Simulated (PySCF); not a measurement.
B3LYP has the VWN-RPA correlation part, as in Gaussian. Delta-SCF ions had no search for a lower state. Excitations are Tamm–Dancoff values on a coarser integration grid. The basis has no diffuse functions, so Rydberg states are missing or too high.

Cartesian coordinates (Å):
SMILES: CC1(C=C1)C
```xyz
13

C     -0.5390     1.3449     0.1788
C      0.1106    -0.0196     0.0194
C     -0.8647    -1.0965    -0.4257
C      1.5623    -0.1179    -0.3654
C      1.2974    -0.3881     0.8685
H     -0.9817     1.6806    -0.7639
H     -1.3432     1.3118     0.9201
H      0.1876     2.0923     0.4984
H     -0.3664    -2.0607    -0.5299
H     -1.6795    -1.2096     0.2958
H     -1.3180    -0.8409    -1.3883
H      2.2892    -0.0198    -1.1535
H      1.6454    -0.6765     1.8456
```
Charge 0, spin multiplicity 1.

Problem. What total energy, LUMO, T1 excitation (TDA), S1 excitation (TDA), brightest of the four lowest singlets (TDA), S1 oscillator strength, vertical ionisation energy (Delta-SCF) and dipole moment does B3LYP-D3(BJ)/def2-TZVP (PySCF) give?

Solution. 
The total energy is -195.3458 Ha and the LUMO comes out as -0.10 eV. The T1 excitation (TDA) is 4.23 eV and the S1 excitation (TDA) comes out as 5.91 eV. The brightest of the four lowest singlets (TDA) is 6.61 eV. The S1 oscillator strength is 0.004 and the vertical ionisation energy (Delta-SCF) is 9.32 eV. The dipole moment is 0.32 D.
